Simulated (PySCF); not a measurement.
GeHF, SMILES [F][GeH] (connectivity only; charge and spin as stated), neutral, multiplicity 1. Geometry: ωB97X-D3(BJ)/def2-TZVP.

TDDFT-LC-ωPBE/def2-TZVPD run with PySCF puts the lowest singlet excitations at 2.98, 5.83, 7.06, 7.13, 7.75, 8.11 eV.

Question: What are the lowest excitation roots from ADC(2)/aug-cc-pVDZ (PySCF 2.14.0)? (The exact figures need the calculation; the answer reports its results.)

Answer: 3.08, 5.74, 6.58, 6.60, 6.99, 7.30 eV. S1 differs by 0.10 eV (second minus first; roots are paired by order, and the bases may differ).
